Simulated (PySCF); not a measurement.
SMILES B[SiH2][SiH2][Si](Cl)(Cl)Cl (H6BCl3Si3), GFN2-xTB optimised geometry. Atoms within 1.6 Å of the plane z = 1.0 Å (x, y, z in Å): B1 (1.79, -1.17, 0.00), Si2 (-0.15, -1.17, 0.00), Si3 (-0.94, 1.05, 0.00), Si4 (-0.30, 2.22, 1.90), Cl6 (-0.95, 4.13, 2.09), Cl7 (1.74, 2.30, 1.98), H8 (2.40, -1.17, 1.00), H11 (-0.81, -1.82, 1.15), H13 (-2.40, 1.17, -0.12).

Level of theory: PBE/def2-TZVP in PySCF.

Map of the electrostatic potential (hartree/e), clipped to [-0.08, 0.12] on the plane z = 1.0 Å:

```
|0000000259952000000000000|
|0000000279973110000000000|
|0000001269985321000000000|
|0000001258999743221000000|
|0000112369999986774210000|
|0001113599999999999410000|
|0011123699999999999521000|
|0011124799999999999310000|
|0111235999999996664210000|
|0111235999999964321100000|
|0111125999999853211100000|
|0011124899999643322100000|
|0011123589999754443210000|
|0011112357999986677520000|
|0011112248999997999961000|
|0001111249999998999992000|
|0000111269999997999981000|
|0000011289999975689731000|
|0000001159997644444311000|
|0000000124543333332211000|
|0000000011122222222111100|
|0000000001111112221111100|
|0000000000111111111111100|
|0000000000111111111111100|
|0000000000111111111111100|
```
Scale: ten equal steps from -0.009 (start of '0') to 0.120 (end of '9'), in the order '0123456789'; x runs from -4.50 to 4.50, y from -4.50 (bottom) to 4.50 (top).
